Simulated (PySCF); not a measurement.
**Core-level binding energies of `CS[C@@H]1BCCC1`**

Compound: C₅H₁₁BS.
Atom-mapped SMILES: `[CH3:1][S:2][C@@H:3]1[BH:4][CH2:5][CH2:6][CH2:7]1`

Theory: delta-SCF UKS SCAN, pcX-2 on the ionised atom, pcseg-1 elsewhere, spin-free X2C in PySCF 2.14.0. These are vertical core ionisation energies against the vacuum level, from separate self-consistent calculations with and without the core hole.

Task: List the computed XPS lines with their assignment.

Result: 
| atom(s) | environment | level | binding energy (eV) | above the level's lowest (eV) | count |
| --- | --- | --- | --- | --- | --- |
| C1 | S-methyl carbon | C 1s | 290.96 | +0.89 | 1 |
| S2 | sulfide sulfur | S 1s | 2476.59 | 0.00 | 1 |
| C3 | sp3 carbon bound to sulfur | C 1s | 290.43 | +0.36 | 1 |
| C5 | sp3 carbon bound to boron | C 1s | 290.07 | 0.00 | 1 |
| C6 | ring CH2 carbon | C 1s | 290.52 | +0.45 | 1 |
| C7 | ring CH2 carbon | C 1s | 290.42 | +0.35 | 1 |

Lowest listed C 1s: C5, bonded to C, 2 H and B. Highest, 0.89 eV above it: C1, bonded to S and 3 H. Summing the Pauling electronegativity differences to the bonded atoms, each weighted by its formal bond order, gives -1.21 for the lowest site and -1.02 for the highest; the largest sum, -0.70, belongs to C6, 0.44 eV below the top. The values 290.42 and 290.43 eV lie too close for their order to be trusted.

Task: Which photon energy gives electrons from S 1s of S2 a kinetic energy of 20 eV, and what is their de Broglie wavelength?

Result: hν = 2476.59 + 20 = 2496.59 eV, recoil neglected; λ = 12.264 Å/√(E/eV) = 2.74 Å.

Not every level is listed. No level of boron is listed. The structure is a single PBE0-D3(BJ)/def2-SVP conformer in the gas phase; no vibrational or solvent corrections.
